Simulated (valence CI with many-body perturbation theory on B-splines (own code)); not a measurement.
Eu41+: key properties

Calculated by configuration interaction combined with many-body perturbation theory (CI+MBPT): four valence electrons over a frozen Dirac-Fock core [Ar], radial functions for each j: 7 s, 7 p, 8 d, 6 f, 4 g, 1 h, with the one-electron correlation potential Σ1 (screened to all orders), the two-electron term Σ2, the three-electron term Σ3, Breit, model QED; selected single and double excitations, second order for the rest, scaled by the run's own slope (own B-spline code, finite nucleus).

The last digits are not significant, and no measured levels were compared; by estimate large intervals hold to a few tenths of a per cent, small ones and those within an open d or f shell to about a per cent. Only levels of the ground parity were solved; by the run's estimate the other parity begins above the list, which can be wrong where configurations are misplaced.

Levels are named by their leading jj configuration (3d3/2^4 stands for four electrons in 3d with j = 3/2), which in mixed levels can hold well under half, so a name can repeat and another be missing.

Rates and lifetimes use the calculated energies. Strong lines usually hold to 10 to 20 %, long lifetimes can be off by a factor of two.

Question: What is the ground level?

Answer: (3d3/2^4) J=0, composition 57 % 3d4 3P + 31 % 3d4 5D + 12 % 3d4 1S.

Question: How well does LS coupling describe the low levels?

Answer: Among the lowest 20 levels the leading LS term, summed over configurations, holds 47 % on average. For single configurations the figures are 47 % in LS and 91 % in jj coupling. Terms mix most in the J = 4 level at 792390 cm⁻¹, where the leading one holds 29 %.

Question: What is the ionisation energy?

Answer: 3169.1 eV; NIST lists 3168 ± 4 eV (theoretical).

Question: Name the longest-lived excited levels whose lifetime is computed, and their main decay.

Answer: (3d3/2^2 3d5/2^2) J=6 at 565970 cm⁻¹ lives 15.2 ms, mostly by M1 to (3d3/2^2 3d5/2^2) J=5. The lifetime of (3d3/2^3 3d5/2) J=4 is too uncertain to give, and may be longer.
